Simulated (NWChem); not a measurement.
System: C₃H₆Si; SMILES C#CC[SiH3]

Input file for NWChem:

```
start job
memory heap 200 mb stack 900 mb global 1100 mb
geometry units angstroms noautosym nocenter noautoz
  C     -0.478580    -2.356792     0.000000
  C      0.169246    -1.332338     0.000000
  C      0.898754    -0.078890     0.000000
  Si    -0.262801     1.427721     0.000000
  H     -1.041162    -3.271649     0.000000
  H      1.555052    -0.010950     0.884892
  H      1.555052    -0.010950    -0.884892
  H      0.561565     2.675541     0.000000
  H     -1.122830     1.405584    -1.219178
  H     -1.122830     1.405584     1.219178
end
basis spherical
  C library def2-svp
  Si library def2-svp
  H library def2-svp
end
dft
  xc b3lyp
  iterations 150
end
property
  response 1 0.0773
end
task dft property
```

Structure relaxed at the PBE0/def2-SVP level.

Field at 589 nm.

**Question.** Give the results of this calculation. (B3LYP/def2-SVP.) Quantities: isotropic polarisability (bohr³); anisotropy (bohr³).

**Answer.** 
```yaml
isotropic polarisability (bohr³): 55.8
anisotropy (bohr³): 34.6
```
